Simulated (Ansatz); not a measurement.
CH₃BrSSn, SMILES `C[S][Sn][Br]`, relaxed with RKS PBE0-D4/def2-TZVP in Ansatz 0.2.0 from a PBE-D4/def2-SVP geometry. The force threshold is 0.005 eV/Å; the program also tests the step.

Total charge 0; spin multiplicity 1. Sn takes the def2 core potential.

Start:

```xyz
7

C     0.123   -0.164    0.980
S    -0.933   -1.216   -0.084
Sn   -0.885   -0.376   -2.404
Br    0.698    1.643   -2.109
H     0.566    0.676    0.409
H     0.931   -0.794    1.403
H    -0.500    0.232    1.805
```

(1) By how much does the energy fall, and how many steps does the optimiser take? (Best estimate.)

(2) Which bonds change most? (An estimate is asked.)

(3) Give the relaxed structure. (An estimate is asked.)

## Answers

(1) The calculation gave: 1.09 kcal/mol, in 5 steps.

(2) Ansatz gave: S2–Sn3 from 2.467 to 2.410 Å; Sn3–Br4 from 2.583 to 2.541 Å; C1–S2 from 1.831 to 1.811 Å; C1–H5 from 1.108 to 1.089 Å.

(3) Computed: 
```xyz
7

C     0.125   -0.163    0.976
S    -0.911   -1.187   -0.100
Sn   -0.874   -0.372   -2.368
Br    0.677    1.625   -2.112
H     0.572    0.663    0.425
H     0.909   -0.791    1.397
H    -0.498    0.225    1.781
```
